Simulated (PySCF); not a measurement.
# Electron affinity of Pb by level of theory

Pb⁻ [Xe] 4f14 5d10 6s2 6p3 (4S) → Pb [Xe] 4f14 5d10 6s2 6p2 (3P), as a difference of total energies. Calculation: PySCF 2.14, in x2c-TZVPPall with one added diffuse shell each of s, p, d, f type (12s8p7d4f, 99 functions); scalar relativity by spin-free X2C-1e. Correlated levels: valence and next inner shell: [Kr] 4d10 4f14 frozen. The calculations carry no spin-orbit coupling.

```
                                method  electron affinity (eV)  difference from reference (eV)
                                   UHF                   0.883                          +0.526
    MP2 (valence and next inner shell)                   1.314                          +0.957
SCS-MP2 (valence and next inner shell)                   1.134                          +0.777
   CCSD (valence and next inner shell)                   1.241                          +0.884
CCSD(T) (valence and next inner shell)                   1.281                          +0.924
```

Reference: 0.357 eV (measured; photodetachment measurements, as compiled on the Wikipedia data page of electron affinities).

Spin-orbit coupling is strong in these open shells (close to jj coupling). The scalar numbers leave it out and a first-order estimate fails, so it can dominate the gap to the real levels.

Errors of the correlated levels include the incompleteness of this basis and the frozen core.
